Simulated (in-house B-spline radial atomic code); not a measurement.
In⁸⁺. Computed with a B-spline radial atomic code. Model: all-electron spherical atom, spin shells full or empty, radial basis limit, no spin-orbit coupling, Breit or QED, empty-state partial waves extrapolated as (l+1/2)^-4, RPA, G0W0 and static COHSEX of the highest shell as one setting changes (uncorrelated shells keep exact exchange).

Empty levels are discrete states of a finite basis, so the steps are uneven.

Given: element In; charge 8; filled core Kr; hamiltonian one-electron scalar X2C; mean-field start r2SCAN; highest l of empty states 9; nuclear rms radius 4.6156 fm; lowest nl shells left uncorrelated 5; highest mean-field shell 4d up; box radius 7.7 bohr.

Shell: 4d 5 0 (electrons up and down).

```csv
highest empty level kept (hartree),RPA correlation energy (hartree),G0W0 level (eV),G0W0 minus most complete (meV),COHSEX level (eV),linearised minus solved G0W0 (meV)
27,-1.0304,-157.75,470.2,-160.13,-8.8
54,-1.2079,-157.97,253.1,-160.76,-9.2
94.5,-1.3835,-158.12,100.3,-161.17,-9.4
162,?,?,?,?,?
270,-1.5059,-158.19,28.5,-161.38,-9.6
486,-1.5405,-158.21,11.8,-161.44,-9.6
810,-1.5534,-158.21,5.2,-161.46,-9.6
1620,-1.561,-158.22,0.7,-161.47,-9.6
3240,-1.5619,-158.22,0.1,-161.47,-9.6
6750,?,?,?,?,?
16200,-1.5621,-158.22,0,-161.47,-9.6
54000,-1.5621,-158.22,0,-161.47,-9.6
```

Task: What follows for highest empty level kept = 162?

Result: RPA correlation energy -1.4603 hartree; G0W0 level -158.17 eV; G0W0 minus most complete 50.9 meV; COHSEX level -161.31 eV; linearised minus solved G0W0 -9.5 meV.

Task: What follows for highest empty level kept = 6750?

Result: RPA correlation energy -1.5621 hartree; G0W0 level -158.22 eV; G0W0 minus most complete 0 meV; COHSEX level -161.47 eV; linearised minus solved G0W0 -9.6 meV.
